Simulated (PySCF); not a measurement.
The PySCF input:
```python
from pyscf import gto, scf, dft

mol = gto.Mole()
mol.atom = '''
    C     0.011328   -2.168322   -1.643392
    O    -0.159478   -0.793302   -1.408744
    Si    0.000000    0.000000   -0.000000
    O    -0.540591    1.506810   -0.276778
    C    -1.720049    1.887156   -0.939446
    O    -0.805548   -0.883985    1.099538
    C    -0.823357   -0.710385    2.493977
    O     1.505617    0.170477    0.585984
    C     2.532077    0.991551    0.088861
    H    -0.595013   -2.752206   -0.950401
    H     1.058934   -2.451277   -1.520701
    H    -0.303515   -2.366037   -2.668592
    H    -1.693490    2.971033   -1.056736
    H    -2.597436    1.603212   -0.354499
    H    -1.779200    1.409880   -1.917974
    H     0.192878   -0.675928    2.887535
    H    -1.336130    0.216752    2.758697
    H    -1.357888   -1.559236    2.921740
    H     2.874632    0.631313   -0.883497
    H     2.181335    2.018254   -0.019160
    H     3.354894    0.954240    0.803588
'''
mol.basis = 'sto-3g'
mol.charge = 0
mol.spin = 0
mol.verbose = 4
mol.build()

mf = dft.RKS(mol)
mf.xc = 'pbe0'
mf.kernel()
```

Problem. What is the computed Mulliken (on the basis functions themselves) charges in atom order (PBE0/STO-3G run with PySCF)?

Solution. C1 -0.14, O2 -0.40, Si3 1.20, O4 -0.40, C5 -0.14, O6 -0.40, C7 -0.14, O8 -0.40, C9 -0.14, H10 0.08, H11 0.07, H12 0.09, H13 0.09, H14 0.07, H15 0.08, H16 0.08, H17 0.07, H18 0.09, H19 0.07, H20 0.08, H21 0.09

Problem. Estimate the HOMO energy that PBE0/STO-3G returns for this input.

Solution. -4.01 eV

Problem. Predict the nuclear repulsion energy from PBE0/STO-3G.

Solution. 632.9909 Eh

Problem. What is the computed HOMO-LUMO gap (PBE0/STO-3G)?

Solution. 10.38 eV

Problem. What is the computed total energy (PBE0/STO-3G)?

Solution. -740.0828 Eh
